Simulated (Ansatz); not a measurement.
K3Sn3I9, relaxed as a singlet with RKS r2SCAN-D4/def2-SVP in Ansatz, starting from the GFN1-xTB geometry. Force threshold 0.03 eV/Å.

In the def2 sets I, Sn take a core potential; there is no spin–orbit coupling. Another isomer (singlet) lies 0.40 eV lower at PBE0-D4/def2-TZVP; other spin states weren't run for this one.

Start:

```xyz
15

K    -0.348   -0.783   -3.596
K     2.875   -0.295    1.613
K    -0.840   -1.953    0.129
Sn    1.050    1.275   -0.995
Sn   -0.917   -1.300    3.859
Sn   -2.114    2.652    0.820
I    -0.106    4.157   -0.340
I     1.104   -2.931    2.848
I     2.193   -1.425   -1.426
I     3.545    2.326   -0.119
I    -2.093   -3.364   -2.646
I    -2.341    0.814   -1.256
I    -0.177    1.026    2.265
I    -3.133   -2.219    2.534
I     1.302    2.022   -3.691
```

Question: Estimate the energy that the relaxation releases and the steps that it takes.

Answer: 129.4 kJ/mol, in 13 steps; 64 s on 2 threads of AMD EPYC 7R13 on a shared host and a share (18 GiB) of an NVIDIA H100 80GB HBM3. The force fell under the threshold at step 11, but the optimiser went on and released 0.003 eV more. No frequencies were taken in this run, so the end may be a saddle point.

Question: Does the start keep its bonding and symmetry?

Answer: Bonds lost: K3–I13, Sn4–I7 (atoms count from 1). Metal–metal contacts that move far: K3–Sn4 3.91 to 5.27 Å, K2–K3 4.33 to 5.34 Å, K3–Sn5 3.79 to 4.74 Å, K1–Sn4 3.60 to 4.32 Å, K2–Sn4 3.55 to 4.12 Å.

Question: Predict the relaxed structure.

Answer: 
```xyz
15

K    -0.211   -0.923   -4.242
K     3.284   -0.571    1.660
K    -1.263   -2.753   -0.101
Sn    1.334    1.702   -1.174
Sn   -0.815   -1.015    4.290
Sn   -2.435    2.226    1.127
I    -1.051    4.420    0.059
I     0.888   -2.943    2.947
I     1.805   -1.316   -1.320
I     4.035    2.239   -0.174
I    -1.996   -3.489   -3.243
I    -2.262    0.525   -1.175
I     0.181    1.257    2.615
I    -3.148   -1.441    2.739
I     1.653    2.081   -4.006
```
Bond lengths (bridged metal pairs left out): 13 × I–K 3.28 to 3.96 Å; 9 × I–Sn 2.81 to 3.16 Å.
